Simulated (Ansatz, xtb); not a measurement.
# AlHO3Si: 4 structures ranked

4 gas-phase structures of AlHO3Si, found in a search over its isomers (lower ones may exist). Each was relaxed with GFN2-xTB; where two conformers were screened, the lower at r2SCAN-D4/def2-SVP is listed:

A. `O=[Si]1[O][Al]1[OH]`, a singlet
B. `O=[Si](O)[O][Al]`, a singlet
C. a singlet given by its coordinates
D. a singlet given by its coordinates

C (Å):

```json
{"atom": "Al", "x (Å)": "-1.4221", "y (Å)": "-0.3324", "z (Å)": "-0.3825"}
{"atom": "O", "x (Å)": "-2.2683", "y (Å)": "1.0554", "z (Å)": "-0.3734"}
{"atom": "O", "x (Å)": "-1.1551", "y (Å)": "-1.6342", "z (Å)": "-1.5127"}
{"atom": "O", "x (Å)": "-0.3903", "y (Å)": "-1.1903", "z (Å)": "0.7302"}
{"atom": "Si", "x (Å)": "-0.1687", "y (Å)": "-2.4182", "z (Å)": "-0.4000"}
{"atom": "H", "x (Å)": "-2.7544", "y (Å)": "1.8655", "z (Å)": "-0.3803"}
```

Close contacts (Å): Al1–O2 1.63, Al1–O3 1.74, Al1–O4 1.74, Al1–Si5 2.43, O3–Si5 1.68, O4–Si5 1.68, O2–H6 0.94.

D (Å):

```xyz
6

Al   -2.0958   -0.3025    0.1917
O    -1.4546   -1.9229   -0.0261
O    -2.4527   -0.3112   -1.5263
O    -1.6621   -2.8037   -2.7847
Si   -1.8266   -1.8450   -1.6434
H    -2.2644    0.6449    1.3184
```

Close contacts (Å): Al1–O2 1.76, Al1–O3 1.75, Al1–Si5 2.41, O2–Si5 1.66, O3–Si5 1.66, O4–Si5 1.50, Al1–H6 1.48.

Make a reasoned guess at their ranking by r2SCAN-D4/def2-SVP single-point energy.

Calculated order at r2SCAN-D4/def2-SVP: C (0.0), D (20.6), B (31.5), A (51.1) kcal/mol.

Energies above the lowest of each column, in kcal/mol; the last columns are at B3LYP-D3(BJ)/def2-SVP geometries and were run for some of them only (a dash: not run or not comparable):

| structure | GFN2-xTB | HF/STO-3G | r2SCAN-D4/def2-SVP | B3LYP-D3(BJ)/def2-SVP | CCSD(T)/def2-SVP + ΔMP2/def2-TZVPP |
| --- | --- | --- | --- | --- | --- |
| C | 7.4 | 0.0 | 0.0 | 0.0 | 0.0 |
| D | 0.0 | 35.3 | 20.6 | 24.0 | 19.9 |
| B | 21.0 | 68.5 | 31.5 | – | – |
| A | 25.9 | 134.8 | 51.1 | – | – |

CCSD(T)/def2-SVP + ΔMP2/def2-TZVPP puts C lowest of those it was run on; GFN2-xTB picks D. Some further structures that were screened fall inside this span and aren't listed. Flexible structures stand in one conformer each, not always the lowest. Frequencies (B3LYP-D3(BJ)/def2-SVP) were run for C, D alone. The ΔMP2 step shifts differences by up to 4.2 kcal/mol, which makes them less sure. ΔMP2 is the change of the MP2 energy from the smaller to the larger basis.

Over these structures GFN2-xTB departs from r2SCAN-D4/def2-SVP by 10.7 kcal/mol on average once a common shift is removed. A GFN2-xTB relaxation took about 0.53 s and the r2SCAN-D4/def2-SVP energy about 4.8 s on a shared host (Ansatz 0.2.0, xtb 6.7.1).
